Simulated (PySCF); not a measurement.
C₃H₈GeS.
Numbering: `[CH2:1]=[CH:2][CH2:3][GeH2:4][SH:5]` (hydrogens: H6, H7 on C1; H8 on C2; H9, H10 on C3; H11, H12 on Ge4; H13 on S5)

Computed, not measured: PBE0-D3(BJ)/def2-SVP geometry optimisation, gas phase (PySCF 2.14.0).

Question: Give the optimised bond lengths and angles.

Answer: 
```csv
bond,length (Å),order
C1=C2,1.338,double
C2–C3,1.487,single
C3–Ge4,1.975,single
Ge4–S5,2.225,single
C1–H6,1.093,single
C1–H7,1.095,single
C2–H8,1.098,single
"C3–H9, C3–H10",1.101,single
"Ge4–H11, Ge4–H12",1.541,single
S5–H13,1.355,single
```

Bonds in one row agree within 0.01 Å and their mean is given. Orders are formal, as drawn. A selection of angles:
```csv
angle,degrees
C2–C1–H6,121.3
C2–C1–H7,121.5
H6–C1–H7,117.3
C1–C2–C3,125.3
C1–C2–H8,118.5
C3–C2–H8,116.1
C2–C3–Ge4,110.8
C2–C3–H9,111.7
Ge4–C3–H9,106.8
H9–C3–H10,108.5
C3–Ge4–S5,108.4
C3–Ge4–H11,111.5
C3–Ge4–H12,109.8
S5–Ge4–H11,105.9
S5–Ge4–H12,111.1
H11–Ge4–H12,110.2
Ge4–S5–H13,92.6
```

Torsions: C1–C2–C3–Ge4 -98° (anticlinal); C2–C3–Ge4–S5 57° (synclinal); H13–S5–Ge4–C3 -44° (synclinal). The mirror-image conformer, all signs reversed, is as good.

Ge4 (germanium bonded to C, S and 2 H) is distorted tetrahedral (angles from 105.9° to 111.5°). The C–C distances run from 1.338 Å (C1=C2, drawn double) to 1.487 Å (C2–C3, drawn single), a spread of 0.149 Å. Of the pairs four or more bonds apart, C1···H13 is among the closest relative to their van der Waals radii: 2.77 Å, 95 % of the sum of Bondi's values.

Point group: C1 (no symmetry element, even within 0.4 Å). Not checked by PBE0-D3(BJ)/def2-SVP frequencies. The numbers are those of one conformer (C1–C2–C3–Ge4 -98°, C2–C3–Ge4–S5 57°, C3–Ge4–S5–H -44°).
